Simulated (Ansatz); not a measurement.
The cluster BiTe₂. Charge 0, multiplicity 4. Geometry B3LYP-D4/def2-SVP.

Cartesian coordinates in Å:
```
Bi -0.649 -0.969 -1.021
Te -0.884 1.594 0.225
Te 1.534 -0.625 0.795
```

In the def2 sets Bi, Te take a core potential; there is no spin–orbit coupling. B3LYP takes the VWN-RPA correlation. At PBE0-D4/def2-TZVP a doublet of charge 0 lies 0.97 eV below the quartet, each at its own geometry. The structure comes from a short search, and lower isomers may exist.

**Question.** Estimate the α-spin orbital energies around the gap (eV) in Ansatz with PBE-D4/def2-TZVP, BLYP-D4/def2-TZVP, r2SCAN-D4/def2-TZVP, B97M-V/def2-TZVP, B3LYP-D4/def2-TZVP.

**Answer.** 
```csv
orbital,PBE-D4/def2-TZVP,BLYP-D4/def2-TZVP,r2SCAN-D4/def2-TZVP,B97M-V/def2-TZVP,B3LYP-D4/def2-TZVP
HOMO−5,-7.06,-6.81,-7.36,-7.21,-7.83
HOMO−4,-6.96,-6.69,-7.31,-7.15,-7.73
HOMO−3,-6.52,-6.27,-6.79,-6.69,-7.27
HOMO−2,-5.88,-5.63,-6.26,-6.15,-6.70
HOMO−1,-4.71,-4.49,-5.01,-4.95,-5.46
HOMO,-4.59,-4.36,-4.94,-4.68,-5.30
LUMO,-2.83,-2.68,-2.76,-2.62,-2.35
LUMO+1,-2.45,-2.32,-2.31,-2.21,-1.96
LUMO+2,1.77,1.95,2.39,1.88,2.32
LUMO+3,2.18,2.32,2.81,2.31,2.70
LUMO+4,2.28,2.48,2.87,2.39,2.86
LUMO+5,2.39,2.55,3.03,2.62,2.97
β HOMO,-5.98,-5.82,-6.14,-5.92,-6.56
β LUMO,-4.84,-4.77,-4.73,-4.58,-4.41
```
